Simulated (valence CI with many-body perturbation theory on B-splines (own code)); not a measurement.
Values are calculated unless marked as measured or tabulated.
# Sensitivity of CI+MBPT for Xe XLI

Level of theory: configuration interaction combined with many-body perturbation theory (CI+MBPT): four valence electrons over a frozen Dirac-Fock core [Ne], radial functions for each j: 6 s, 6 p, 5 d, 3 f, 1 g, with the one-electron correlation potential Σ1 (screened to all orders), the two-electron term Σ2, the three-electron term Σ3, Breit, model QED; selected single and double excitations, second order for the rest (own B-spline code, finite nucleus).

The last digits are not significant, and no measured levels were compared; by estimate large intervals hold to a few tenths of a per cent, small ones and those within an open d or f shell to about a per cent.

The reference run has the lowest level (3s^2 3p1/2^2) J=0 and an ionisation energy of 2977.44 eV. Its largest variational space holds 9999 state functions.

Levels are named by their leading jj configuration (3d3/2^4 stands for four electrons in 3d with j = 3/2), which in mixed levels can hold well under half, so a name can repeat and another be missing. Letters in brackets count levels of one name in rising energy.

Reference levels: (3s^2 3p1/2 3p3/2) J=1 595389, (3s^2 3p1/2 3p3/2) J=2 647090, (3s^2 3p3/2^2) J=2 1279780, (3s^2 3p3/2^2) J=0 1392540, (3s 3p1/2^2 3p3/2) J=2 1417500, (3s 3p1/2^2 3p3/2) J=1 1577720, (3s^2 3p1/2 3d3/2) J=2 1780670, (3s 3p1/2 3p3/2^2) J=2 [a] 1917630, (3s^2 3p1/2 3d5/2) J=3 1979790, (3s^2 3p1/2 3d3/2) J=1 1996160, (3s^2 3p1/2 3d5/2) J=2 2107940, (3s 3p1/2 3p3/2^2) J=3 2129420 cm⁻¹.

(1) Rank these changes by the mean size of the shift of these levels, smallest first.
A. averaging of valence orbitals over low configurations on → off
B. screening of Σ1 on → off; averaging of valence orbitals over low configurations on → off
C. correlating orbitals by l 3 3 3 2 1 → 2 2 1 1 0; natural orbitals for correlation on → off
D. three-electron term on → off; scale of Σ1 1 → 1.1

Answers

(1) A (8.2 cm⁻¹), B (16 cm⁻¹), D (270 cm⁻¹), C (600 cm⁻¹).
